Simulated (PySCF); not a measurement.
# Bond curve of InF

Set-up: basis In def2-SVP with ECP28, F def2-SVP; scalar-relativistic core potentials; PySCF 2.14. Energies in eV from In + F in their ground configurations at the same level. State: ¹Σ⁺ (singlet), closed shell.

All columns are PBEsol. A positive dipole means In(−)F(+).

| R (Å) | E (eV) | μ (D) | Mulliken charge on In (basis-dependent) | HOMO (eV) | LUMO (eV) | Mayer bond order | ⟨S²⟩ |
| --- | --- | --- | --- | --- | --- | --- | --- |
| 1.723 | -4.759 | -1.08 | 0.41 | -5.93 | -1.78 | 1.02 | 0.00 |
| 1.804 | -5.411 | -1.53 | 0.40 | -6.09 | -1.87 | 1.04 | 0.00 |
| 1.884 | -5.763 | -1.97 | 0.40 | -6.20 | -1.95 | 1.04 | 0.00 |
| 1.944 | -5.886 | -2.29 | 0.40 | -6.26 | -2.02 | 1.04 | 0.00 |
| 2.004 | -5.920 | -2.60 | 0.40 | -6.30 | -2.08 | 1.04 | 0.00 |
| 2.064 | -5.887 | -2.90 | 0.41 | -6.32 | -2.15 | 1.03 | 0.00 |
| 2.144 | -5.768 | -3.30 | 0.42 | -6.29 | -2.24 | 1.02 | 0.00 |
| 2.244 | -5.542 | -3.77 | 0.43 | -6.21 | -2.36 | 1.01 | 0.00 |
| 2.365 | -5.209 | -4.32 | 0.44 | -5.80 | -2.49 | 0.99 | 0.00 |
| 2.525 | -4.730 | -5.00 | 0.45 | -5.36 | -2.67 | 0.97 | 0.00 |

A fit through these points gives, at Re = 2.001 Å, μ = -2.58 D and dμ/dR = -5.12 D/Å; the reduced mass is 16.3 u.

Problem. How strong is the fundamental in the double-harmonic approximation, I = 42.26·(dμ/dR)²/μred km/mol?

Solution. I = 42.26·(-5.12)²/16.3 = 68.0 km/mol at PBEsol.

Spin–orbit coupling is left out, which matters for elements this heavy, above all for dissociation energies.
